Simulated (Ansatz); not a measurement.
Two isomers of CH3F2NSi: A = `F/C=N/[SiH2]F`, B = `FC1(F)N[SiH2]1`.

Program: Ansatz. Geometries: PBE0-D4/def2-TZVP. ΔE: electronic, gas phase. CCSD(T)/CBS adds triple-zeta CCSD(T) − MP2 to the extrapolated MP2 energy (def2 sets, frozen cores). DFT in def2-TZVPP. B3LYP here is the variant with VWN-RPA as its local correlation; programs differ in this. One conformer a species, not always the lowest.

A:

```xyz
8

F    -0.6179    2.3026    1.3374
C    -0.0084    1.2462    0.7986
N    -0.6331    0.4212    0.1256
Si   -0.1002   -0.9992   -0.6647
F     1.4698   -1.2458   -0.4639
H     1.0536    1.2686    1.0560
H    -0.3491   -0.8436   -2.1118
H    -0.8146   -2.1501   -0.0772
```

B:

Z-matrix (Å, degrees):
```
C
F 1 1.357
N 1 1.390 2 116.7
F 1 1.360 2 105.3 3 -131.1
Si 1 1.856 2 126.6 3 73.0
H 3 1.007 1 128.9 2 -75.4
H 5 1.481 1 120.8 2 153.5
H 5 1.480 1 123.9 2 -5.5
```

Problem. Which is lower in electronic energy at CCSD(T)/CBS, and by how much? (Estimate.)

Solution. The calculation gave: A, by 71.6 kcal/mol.

Problem. Give E(B) − E(A) in kcal/mol with ωB97M-V, LDA (SPW92), CCSD/def2-TZVPP, B3LYP-D4, B3LYP, CCSD(T)/def2-SVP, r2SCAN-D4. (Estimate.)

Solution. Ansatz gave: ωB97M-V 68.3, LDA (SPW92) 57.1, CCSD/def2-TZVPP 72.5, B3LYP-D4 71.4, B3LYP 71.7, CCSD(T)/def2-SVP 66.4, r2SCAN-D4 67.9. None reverses the order clearly.

Problem. Does the order hold for the free energy at 298.15 K (harmonic terms from PBE0-D4)? (An estimate is asked.)

Solution. Ansatz gave: Yes: G(B) − G(A) = +71.4 kcal/mol, for one conformer each.

Largest T1 diagnostic: 0.013.

From BLYP to BHLYP (50 % exact exchange), in def2-TZVPP and without D4, E(B) − E(A) moves by +1.8 kcal/mol. In def2-TZVPP, CCSD(T) changes the Hartree–Fock value by −7.9 kcal/mol (the triples alone add −0.6 kcal/mol) and MP2 by −6.7 kcal/mol.
